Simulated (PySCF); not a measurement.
# Structure from NMR data

Molecular formula: C₄H₈F₂OSi. Simulated spectra:

¹H NMR (400 MHz, computed): δ 5.18 (s, 2H), 3.87 (s, 3H), 1.83 (s, 3H).

¹³C{¹H} NMR (computed): δ 167.2 (C), 80.0 (C), 54.2 (CH3), 11.8 (CH3).

No solvent, fast rotation and ring inversion assumed for equivalent nuclei, one computed conformer, non-relativistic Hamiltonian. PBE0/pcSseg-1 with gauge-including orbitals; geometry from GFN2-xTB; PySCF.

δ = σ(ref) − σ, references computed at the same level: ¹H (σref 31.72) and ¹³C (σref 186.93) against TMS.

Task: Which candidate is it?
A. O[SiH2]/C(=C\F)CCF
B. C/C(=C/F)O[SiH2]CF
C. CO[SiH2]C(C)=C(F)F

Result: C. 

Rings plus π bonds: 1 (no ring in the answer). 4 carbon signals for 4 carbons: no two carbons are equivalent. Carbon types of the structure: 2 × C, 2 × CH3, leaving 2 H on heteroatoms. δC 167.2, 80.0: fully substituted alkene carbon. δC 54.2: methyl carbon bonded to O; deshielded by the electronegative neighbour. δC 11.8: allylic methyl carbon; saturated and bonded to C and H only. δH 3.87: hydrogen on a methyl carbon bonded to O; its carbon carries O, which withdraws density. δH 1.83: hydrogen on an allylic methyl carbon; allylic position.

The others: C/C(=C/F)O[SiH2]CF would give 4 signals for carbon-bound and other non-exchanging H, not 3; O[SiH2]/C(=C\F)CCF would give 4 signals for carbon-bound and other non-exchanging H, not 3.

Splittings by ¹⁹F in the carbon and heteronuclear signals aren't shown, as no couplings were computed. Shifts are as computed. Against solution values, carbons near 30 ppm lie about +3 ppm off and those near 130 ppm about +5 ppm. Of 1211 compounds with measured shifts, 218 miss one by over three times the rms of a fit or turn the order of signals round; such compounds aren't used in these exercises. No couplings were computed; multiplicities are counted from neighbouring protons, with m where these are inequivalent, close in shift, in a saturated or five-membered ring or joined by F or P, and br s for small geminal =CH2 splittings.
